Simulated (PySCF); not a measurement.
A structure optimised at PBE-D3(BJ)/def2-SVP, used in a PySCF frequency run:

```xyz
7

In     0.0567    -0.2389     0.0821
F     -1.4342    -1.4235    -0.4608
Cl    -0.3952     1.9677    -0.6367
C      1.7801    -0.9516     1.1583
H      2.4547    -0.1008     1.3607
H      2.2835    -1.7124     0.5332
H      1.4300    -1.4095     2.1020
```

Problem. Write its SMILES and formula.

Solution. [CH3][In]([F])[Cl], CH3ClFIn

Problem. What are its rotational constants (standard atomic weights)?

Solution. 4.4418, 2.2561, 1.5109 GHz
